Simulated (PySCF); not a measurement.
S²⁺ (sulfur, charge +2): UHF calculation

Configuration: [Ne] 3s2 3p2, high-spin 3P determinant. Computed with PySCF 2.14 in x2c-TZVPall (5s5p2d1f, 37 functions), with the spin-free X2C one-electron Hamiltonian (Gaussian nucleus).

| Quantity | Value |
| --- | --- |
| Total energy | -397.411084 hartree |
| One-electron energy | -536.6782 hartree |
| Hartree (Coulomb) energy | 163.7910 hartree |
| Exchange energy | -24.5239 hartree |
| ⟨S²⟩ | 2.0114 |
| ⟨L²⟩ | 2.034 |
| Sum of ⟨r⟩ | 10.50 bohr |
| Sum of ⟨r²⟩ | 15.09 bohr² |
| Traceless quadrupole moment −½Σ⟨3z² − r²⟩ along its main axis | 1.46 e·bohr² |
| Langevin diamagnetic susceptibility | -12.0 ×10⁻⁶ cm³/mol |
| Time after the integrals | 0.18 s of wall time on 1 thread of Neoverse-N1 (shared host) |

```json
{"shell": "1s α", "electrons": "1", "mean orbital energy (hartree)": "-93.27484", "spread (hartree)": "0", "rms radius, mean of both spins (bohr)": "0.112"}
{"shell": "1s β", "electrons": "1", "mean orbital energy (hartree)": "-93.24887", "spread (hartree)": "0", "rms radius, mean of both spins (bohr)": "0.112"}
{"shell": "2s α", "electrons": "1", "mean orbital energy (hartree)": "-10.01130", "spread (hartree)": "0", "rms radius, mean of both spins (bohr)": "0.515"}
{"shell": "2s β", "electrons": "1", "mean orbital energy (hartree)": "-9.98685", "spread (hartree)": "0", "rms radius, mean of both spins (bohr)": "0.515"}
{"shell": "2p α", "electrons": "3", "mean orbital energy (hartree)": "-7.64613", "spread (hartree)": "0.02294", "rms radius, mean of both spins (bohr)": "0.491"}
{"shell": "2p β", "electrons": "3", "mean orbital energy (hartree)": "-7.60071", "spread (hartree)": "0.02695", "rms radius, mean of both spins (bohr)": "0.491"}
{"shell": "3s α", "electrons": "1", "mean orbital energy (hartree)": "-1.78763", "spread (hartree)": "0", "rms radius, mean of both spins (bohr)": "1.71"}
{"shell": "3s β", "electrons": "1", "mean orbital energy (hartree)": "-1.54343", "spread (hartree)": "0", "rms radius, mean of both spins (bohr)": "1.71"}
{"shell": "3p α", "electrons": "2", "mean orbital energy (hartree)": "-1.27526", "spread (hartree)": "0", "rms radius, mean of both spins (bohr)": "1.90"}
```

Densities and radii are taken from the X2C orbitals without a picture-change correction, which distorts them close to the nucleus.
